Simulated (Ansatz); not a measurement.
Wavefunction ladder for `OC[SiH2]CCl`

| atom | x (Å) | y (Å) | z (Å) |
| --- | --- | --- | --- |
| O1 | -1.310 | -0.691 | 1.586 |
| C2 | -1.212 | -0.837 | 0.181 |
| Si3 | 0.530 | -0.589 | -0.510 |
| C4 | 1.012 | 1.237 | -0.438 |
| Cl5 | 0.804 | 1.874 | 1.227 |
| H6 | -0.913 | 0.150 | 1.833 |
| H7 | -1.917 | -0.176 | -0.348 |
| H8 | -1.529 | -1.858 | -0.051 |
| H9 | 0.572 | -0.987 | -1.946 |
| H10 | 1.524 | -1.372 | 0.267 |
| H11 | 0.385 | 1.846 | -1.089 |
| H12 | 2.054 | 1.403 | -0.712 |

Total charge 0; spin multiplicity 1. The geometry is a stationary point of PBE0-D4/def2-TZVP. It is one conformer, not always the lowest. Frozen core, restricted reference, Ansatz. CBS rows extrapolate triple and quadruple zeta; past MP2 they add the triple-zeta difference.

| basis | HF (Eh) | MP2 corr. |
| --- | --- | --- |
| def2-SVP | -902.73598 | -0.70359 |
| def2-TZVPP | -903.18140 | -0.90486 |
| def2-QZVPP | -903.21055 | -0.97601 |

Problem. Estimate the CCSD correlation energy and the (T) correction in each basis where they were run (hartree).

Solution. 
| basis | CCSD corr. | (T) |
| --- | --- | --- |
| def2-SVP | -0.76505 | -0.01985 |
| def2-TZVPP | -0.96124 | -0.03797 |
| CBS(def2) | -1.08510 | as TZ |
